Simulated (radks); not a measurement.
Values are calculated unless marked as measured or tabulated.
Problem. Radial electron density D(r) = 4 pi r^2 rho(r) of an atom or ion with 1 electrons. Level of theory: non-relativistic Kohn-Sham, LDA (Slater exchange, Perdew-Wang correlation), spin-polarised, spherical densities, point nucleus (a radial shooting solver on a logarithmic mesh with Libxc functionals).

r (bohr),D(r) (e/bohr)
0.01363,0.07999
0.01465,0.09144
0.01587,0.1060
0.01706,0.1210
0.01848,0.1400
0.01986,0.1594
0.02151,0.1840
0.02312,0.2091
0.02504,0.2407
0.02691,0.2729
0.02916,0.3131
0.03133,0.3538
0.03394,0.4045
0.03648,0.4554
0.03951,0.5184
0.04246,0.5813
0.046,0.6584
0.04943,0.7347
0.05312,0.8177
0.05755,0.9179
0.06185,1.015
0.067,1.132
0.072,1.243
0.07799,1.374
0.08382,1.497
0.0908,1.638
0.09758,1.768
0.1057,1.912
0.1136,2.041
0.1231,2.179
0.1322,2.296
0.1433,2.414
0.154,2.505
0.1668,2.587
0.1792,2.639
0.1942,2.669
0.2086,2.668
0.226,2.635
0.2429,2.573
0.261,2.482
0.2828,2.348
0.3039,2.200
0.3292,2.009
0.3538,1.820
0.3832,1.596
0.4118,1.390
0.4461,1.163
0.4794,0.9673
0.5194,0.7662
0.5582,0.6043
0.6046,0.4492
0.6498,0.3331
0.7039,0.2299
0.7564,0.1587
0.8195,0.1006
0.8806,0.06387
0.954,0.03663
1.025,0.02113
1.111,0.01079
1.193,0.005566

What is the nuclear charge?

Solution. Z = 5. The innermost maximum, from 1s, lies near 1/Z = 0.2 bohr (found: 0.200), and its height grows with Z. The density is that of the boron ion B4+ in 1s1; the configuration itself is not fixed sharply by these data. D(r) has 1 maximum, at r = 0.200 bohr.
